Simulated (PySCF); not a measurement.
Ionisation energy of Ti by level of theory

Ti [Ar] 3d2 4s2 (3F) → Ti⁺ [Ar] 3d2 4s1 (4F), as a difference of total energies. Calculation: PySCF 2.14, in Sapporo-DKH3-DZP-2012; the spin-free X2C one-electron Hamiltonian (Gaussian nucleus). Correlated levels: valence: [Ar] frozen. The calculations carry no spin-orbit coupling.

```
           method  ionisation energy (eV)
              UHF                   5.573
             PBE0                   6.595
             MN15                   7.001
    MP2 (valence)                   6.309
SCS-MP2 (valence)                   6.456
```

**Question.** How much does correlation contribute at MP2 (valence)?

**Answer.** 6.309 − (5.573) = 0.736 eV, measured against UHF.

Errors of the correlated levels include the incompleteness of this basis and the frozen core.

MP2 underrates the near-degeneracy of ns² with np² in the lower species.

For comparison: 6.828 eV (measured; NIST levels, between the centres of gravity of the two terms).
